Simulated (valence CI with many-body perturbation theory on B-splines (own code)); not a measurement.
Results of a calculation; reference values are marked as such.
Level structure of Os LXXII

Level of theory: configuration interaction combined with many-body perturbation theory (CI+MBPT): three valence electrons over a frozen Dirac-Fock core [He], radial functions for each j: 11 s, 11 p, 10 d, 8 f, 5 g, 2 h, with the one-electron correlation potential Σ1 (screened to all orders), the two-electron term Σ2, the three-electron term Σ3, Breit, model QED; selected single and double excitations, second order for the rest, scaled by the run's own slope (own B-spline code, finite nucleus).

The last digits are not significant, and no measured levels were compared; by estimate large intervals hold to a few tenths of a per cent, small ones and those within an open d or f shell to about a per cent.

Levels 1 to 45 of 165, with energies above the lowest level, (2s^2 2p1/2) J=1/2. "Leading %" is the weight of the configuration and term that name the level; weights of strongly mixed levels are sums over their largest components and can fall short. In the jj column 3d3/2^4 stands for four electrons in 3d with j = 3/2.

```csv
No.,Configuration,Term,J,E (× 10³ cm⁻¹),Leading %,g,Second component,Leading jj
1,2s2 2p,2P°,1/2,0.00,100,0.612,,2s^2 2p1/2 (100 %)
2,2s 2p2,4P,1/2,2292.7,49,2.017,32 % 2s 2p2 2S,2s 2p1/2^2 (100 %)
3,2s2 2p,2P°,3/2,13334,99,1.295,,2s^2 2p3/2 (99 %)
4,2s 2p2,4P,3/2,14952,90,1.614,7 % 2s 2p2 2D,2s 2p1/2 2p3/2 (100 %)
5,2s 2p2,2D,5/2,15285,64,1.301,36 % 2s 2p2 4P,2s 2p1/2 2p3/2 (100 %)
6,2s 2p2,2P,1/2,15897,68,1.271,31 % 2s 2p2 4P,2s 2p1/2 2p3/2 (100 %)
7,2s 2p2,2D,3/2,15913,61,0.971,38 % 2s 2p2 2P,2s 2p1/2 2p3/2 (100 %)
8,2p3,2P°,3/2,18286,49,1.308,27 % 2p3 2D°,2p1/2^2 2p3/2 (99 %)
9,2s 2p2,4P,5/2,28430,64,1.414,36 % 2s 2p2 2D,2s 2p3/2^2 (100 %)
10,2s 2p2,2S,1/2,29346,68,1.917,20 % 2s 2p2 4P,2s 2p3/2^2 (100 %)
11,2s 2p2,2P,3/2,29351,59,1.165,32 % 2s 2p2 2D,2s 2p3/2^2 (100 %)
12,2p3,4S°,3/2,31204,55,1.431,44 % 2p3 2D°,2p1/2 2p3/2^2 (100 %)
13,2p3,2D°,5/2,31386,100,1.159,,2p1/2 2p3/2^2 (100 %)
14,2p3,2P°,1/2,31873,100,0.612,,2p1/2 2p3/2^2 (100 %)
15,2p3,2P°,3/2,44898,51,1.284,28 % 2p3 2D°,2p3/2^3 (100 %)
16,2s2 3s,2S,1/2,91282,98,1.980,,2s^2 3s (98 %)
17,2s2 3p,2P°,1/2,92038,96,0.656,,2s^2 3p1/2 (96 %)
18,2s 2p 3s,4P°,1/2,92817,85,2.347,14 % 2s 2p 3s 2P°,2s 2p1/2 3s (99 %)
19,2s 2p 3s,4P°,3/2,93050,58,1.525,41 % 2s 2p 3s 2P°,2s 2p1/2 3s (100 %)
20,2s 2p 3s,2P°,1/2,93312,95,0.689,4 % 2s 2p 3s 4P°,2s 2p1/2 3s (99 %)
21,2s 2p 3p,4D,1/2,93453,72,0.259,22 % 2s 2p 3p 2P,2s 2p1/2 3p1/2 (100 %)
22,2s 2p 3p,4D,3/2,93691,39,1.080,34 % 2s 2p 3p 2D,2s 2p1/2 3p1/2 (100 %)
23,2s 2p 3p,4P,1/2,94079,45,1.903,31 % 2s 2p 3p 2S,2s 2p1/2 3p1/2 (99 %)
24,2p2 3s,4P,1/2,95559,45,1.977,31 % 2p2 3s 2S,2p1/2^2 3s (97 %)
25,2s2 3p,2P°,3/2,95974,98,1.318,,2s^2 3p3/2 (98 %)
26,2p2 3p,2P°,1/2,96155,46,0.642,37 % 2p2 3p 4D°,2p1/2^2 3p1/2 (97 %)
27,2s2 3d,2D,3/2,96462,98,0.784,,2s^2 3d3/2 (98 %)
28,2s2 3d,2D,5/2,97492,90,1.195,,2s^2 3d5/2 (90 %)
29,2s 2p 3p,4P,3/2,97495,31,1.385,27 % 2s 2p 3p 4D,2s 2p1/2 3p3/2 (100 %)
30,2s 2p 3p,2D,5/2,97781,41,1.299,39 % 2s 2p 3p 4D,2s 2p1/2 3p3/2 (91 %)
31,2s 2p 3p,2D,3/2,97795,42,1.240,24 % 2s 2p 3p 2P,2s 2p1/2 3p3/2 (100 %)
32,2s 2p 3p,2P,1/2,97831,44,1.334,20 % 2s 2p 3p 2S,2s 2p1/2 3p3/2 (98 %)
33,2s 2p 3d,4F°,3/2,97883,69,0.572,13 % 2s 2p 3d 2D°,2s 2p1/2 3d3/2 (100 %)
34,2s 2p 3d,4F°,5/2,98144,40,0.997,34 % 2s 2p 3d 2F°,2s 2p1/2 3d3/2 (99 %)
35,2s 2p 3d,2P°,3/2,98293,30,1.148,23 % 2s 2p 3d 2D°,2s 2p1/2 3d3/2 (99 %)
36,2s 2p 3d,4D°,1/2,98326,53,0.438,41 % 2s 2p 3d 2P°,2s 2p1/2 3d3/2 (99 %)
37,2s 2p 3d,4P°,5/2,99019,33,1.298,30 % 2s 2p 3d 4D°,2s 2p1/2 3d5/2 (100 %)
38,2s 2p 3d,2F°,7/2,99264,41,1.218,36 % 2s 2p 3d 4F°,2s 2p1/2 3d5/2 (100 %)
39,2s 2p 3d,2F°,5/2,99362,46,1.075,25 % 2s 2p 3d 2D°,2s 2p1/2 3d5/2 (99 %)
40,2s 2p 3d,2P°,3/2,99367,39,1.121,31 % 2s 2p 3d 2D°,2s 2p1/2 3d5/2 (96 %)
41,2p2 3p,2P°,3/2,100230,34,1.315,19 % 2p2 3p 4D°,2p1/2^2 3p3/2 (96 %)
42,2p2 3d,2D,3/2,100580,43,0.781,32 % 2p2 3d 4F,2p1/2^2 3d3/2 (98 %)
43,2p2 3d,2D,5/2,101730,37,1.186,18 % 2p2 3d 4D,2p1/2^2 3d5/2 (98 %)
44,2s 2p 3s,4P°,5/2,106190,100,1.562,,2s 2p3/2 3s (100 %)
45,2s 2p 3s,2P°,3/2,106420,76,1.383,24 % 2s 2p 3s 4P°,2s 2p3/2 3s (100 %)
```

The ionisation energy to 2s2 1S_0 of the next ion comes out as 20023 eV (NIST: 20030 ± 60 eV (theoretical)). All 165 levels together are meant to be complete up to 132610 × 10³ cm⁻¹.
